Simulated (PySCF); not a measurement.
C3H4N2, charge +1, doublet, geometry from GFN2-xTB (a state made from the parent by changing its charge; the spin is typed, not shown lowest), with bond 9-4 at 1.3 times its length; SVWN5/STO-3G (PySCF).

PySCF was given this input:
```python
from pyscf import gto, scf, dft

mol = gto.M(
    atom='''
C    -0.87340843   -0.80923459    0.02324144
C    -0.93582723    0.56936153   -0.31395968
N     0.30855361    1.04717364   -0.14442309
C     1.11723326   -0.00347199    0.16146451
N     0.38254689   -1.08303382    0.31406948
H    -1.68251541   -1.50683412    0.15350116
H    -1.80191694    1.18026766   -0.50109949
H     0.61014762    2.00027835   -0.32430367
H     2.51000437    0.04963500    0.28943009
''',
    basis='sto-3g',
    charge=1,
    spin=1,
    verbose=4,
)

mf = dft.UKS(mol)
mf.xc = 'lda,vwn'
mf.kernel()
```

What the program printed (banner, timings and long lists left out):

```
PySCF version 2.14.0

[INPUT] verbose = 4
[INPUT] num. atoms = 9
[INPUT] num. electrons = 35
[INPUT] charge = 1
[INPUT] spin (= nelec alpha-beta = 2S) = 1
[INPUT] symmetry False subgroup None
[INPUT] Mole.unit = angstrom
[INPUT] Symbol           X                Y                Z      unit          X                Y                Z       unit  Magmom
[INPUT]  1 C     -0.873408430000  -0.809234590000   0.023241440000 AA   -1.650502727586  -1.529231745625   0.043919956341 Bohr   0.0
[INPUT]  2 C     -0.935827230000   0.569361530000  -0.313959680000 AA   -1.768457164610   1.075937357563  -0.593297809356 Bohr   0.0
[INPUT]  3 N      0.308553610000   1.047173640000  -0.144423090000 AA    0.583081817646   1.978871384464  -0.272920086163 Bohr   0.0
[INPUT]  4 C      1.117233260000  -0.003471990000   0.161464510000 AA    2.111264878655  -0.006561110207   0.305123702737 Bohr   0.0
[INPUT]  5 N      0.382546890000  -1.083033820000   0.314069480000 AA    0.722908851904  -2.046637303441   0.593505301285 Bohr   0.0
[INPUT]  6 H     -1.682515410000  -1.506834120000   0.153501160000 AA   -3.179493325260  -2.847503801950   0.290075152203 Bohr   0.0
[INPUT]  7 H     -1.801916940000   1.180267660000  -0.501099490000 AA   -3.405129515814   2.230382631081  -0.946940797259 Bohr   0.0
[INPUT]  8 H      0.610147620000   2.000278350000  -0.324303670000 AA    1.153011897355   3.779978254397  -0.612845117491 Bohr   0.0
[INPUT]  9 H      2.510004370000   0.049635000000   0.289430090000 AA    4.743220830761   0.093796556193   0.546943602308 Bohr   0.0

nuclear repulsion = 163.012707216552
number of shells = 19
number of NR pGTOs = 87
number of NR cGTOs = 29
basis = sto-3g
ecp = {}

******** <class 'pyscf.dft.uks.UKS'> ********
method = UKS
initial guess = minao
damping factor = 0
level_shift factor = 0
DIIS = <class 'pyscf.scf.diis.CDIIS'>
diis_start_cycle = 1
diis_space = 8
diis_damp = 0
SCF conv_tol = 1e-09
SCF conv_tol_grad = None
SCF max_cycles = 50
direct_scf = True
direct_scf_tol = 1e-13
number electrons alpha = 18  beta = 17
XC library pyscf.dft.libxc version 7.1.2
    S. Lehtola, C. Steigemann, M. J. T. Oliveira, and M. A. L. Marques,  SoftwareX 7, 1–5 (2018)
XC functionals = lda,vwn
    P. A. M. Dirac,  Math. Proc. Cambridge Philos. Soc. 26, 376 (1930)
    F. Bloch,  Z. Phys. 57, 545 (1929)
    S. H. Vosko, L. Wilk, and M. Nusair,  Can. J. Phys. 58, 1200 (1980)
radial grids:
    Treutler-Ahlrichs [JCP 102, 346 (1995); DOI:10.1063/1.469408] (M4) radial grids

becke partition: Becke, JCP 88, 2547 (1988); DOI:10.1063/1.454033
pruning grids: <function nwchem_prune>
grids dens level: 3
symmetrized grids: False
atomic radii adjust function: <function treutler_atomic_radii_adjust>
small_rho_cutoff = 0
Set gradient conv threshold to 3.16228e-05
tot grids = 109392
init E= -222.274714227867

cycle= 1 E= -220.987321882914  delta_E= 1.29  |g|= 0.329  |ddm|=  3.1
cycle= 2 E= -219.228180599301  delta_E= 1.76  |g|= 1.41  |ddm|= 2.61
cycle= 3 E= -221.050005752287  delta_E= -1.82  |g|= 0.187  |ddm|= 2.27
cycle= 4 E= -221.044254600972  delta_E= 0.00575  |g|= 0.192  |ddm|= 0.378
cycle= 5 E= -221.071959190971  delta_E= -0.0277  |g|= 0.0304  |ddm|= 0.524
cycle= 6 E= -221.069948318838  delta_E= 0.00201  |g|= 0.0578  |ddm|= 0.211
cycle= 7 E= -221.072404026683  delta_E= -0.00246  |g|= 0.0158  |ddm|= 0.204
cycle= 8 E= -221.072583799327  delta_E= -0.00018  |g|= 0.00439  |ddm|= 0.0343
cycle= 9 E= -221.072586051618  delta_E= -2.25e-06  |g|= 0.00394  |ddm|= 0.0243
cycle= 10 E= -221.072597023862  delta_E= -1.1e-05  |g|= 0.00166  |ddm|= 0.0177
cycle= 11 E= -221.072599184511  delta_E= -2.16e-06  |g|= 0.000207  |ddm|= 0.00419
cycle= 12 E= -221.072599219323  delta_E= -3.48e-08  |g|= 1.83e-05  |ddm|= 0.000583
cycle= 13 E= -221.072599219276  delta_E= 4.68e-11  |g|= 2.42e-05  |ddm|= 9.38e-05
Extra cycle  E= -221.072599099754  delta_E= 1.2e-07  |g|= 0.000389  |ddm|= 0.00123
SCF not converged.
SCF energy = -221.072599099754 after 50 cycles  <S^2> = 0.75180553  2S+1 = 2.0018047
```

The run did not converge; its last values are not results.
